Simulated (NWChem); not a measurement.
Molecule: C3H10Si; SMILES [SiH](C)(C)C

Results from NWChem. Pople sets run with spherical d functions. Medium grid unless said otherwise, to which SCAN and Minnesota functionals are sensitive. Geometry: optimised at PBE0/def2-SVP. No frequency run checked for a minimum. Hybrids' shares of exact exchange are those that their runs print; pure functionals count as 0. The functionals differ in more than this share.

```csv
row,share of exact exchange,highest occupied level (eV)
PBE/6-31G*,0.00,-6.97
N12/6-31G*,0.00,-6.84
TPSSh/6-31G*,0.10,-7.68
B3LYP/6-31G*,0.20,withheld
PBE0/6-31G*,0.25,-8.36
MN15/6-31G*,0.44,-9.04
```

Question: Fit a straight line of the last column on the one before it, predict the withheld value, and compare with the run.

Answer: 
1. Means of the 5 shown rows: x = 0.158, y = -7.778. Slope Σ(x − x̄)(y − ȳ)/Σ(x − x̄)² = -0.6910/0.1413 = -4.891; intercept -7.005.
2. The shown rows scatter about the line by 0.137 (root mean square); the largest residual is -0.19, at TPSSh/6-31G*.
3. At x = 0.20 (B3LYP/6-31G*; inside the shown range) the line gives -7.98.
4. The run gives -8.09, -0.11 from the line, 0.8 times the scatter.
